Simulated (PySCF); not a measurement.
**Ionisation energy of Pt²⁺ by level of theory**

Pt²⁺ [Xe] 4f14 5d8 (3F) → Pt³⁺ [Xe] 4f14 5d7 (4F), as a difference of total energies. Computed with PySCF 2.14 in x2c-TZVPPall, with scalar relativity by spin-free X2C-1e. Correlated levels: valence: [Xe] 4f14 frozen; valence and next inner shell: [Kr] 4d10 4f14 frozen. The calculations carry no spin-orbit coupling.

```csv
method,ionisation energy (eV)
UHF,29.160
LDA,31.601
PBE,31.153
PBE0,30.967
r2SCAN,30.937
PBEsol,31.192
LC-wPBE,30.850
MN15,31.085
MP2 (valence),30.630
SCS-MP2 (valence),30.649
MP2 (valence and next inner shell),30.722
SCS-MP2 (valence and next inner shell),30.622
```

How much does correlation contribute at MP2 (valence and next inner shell)?

30.722 − (29.160) = 1.562 eV, measured against UHF.

A first-order spin-orbit estimate (lowest level to lowest level, LS coupling) adds -0.075 eV.

Errors of the correlated levels include the incompleteness of this basis and the frozen core.

For comparison: 29 ± 1.6 eV (theoretical estimate listed by NIST; NIST Atomic Spectra Database, ionization energies).
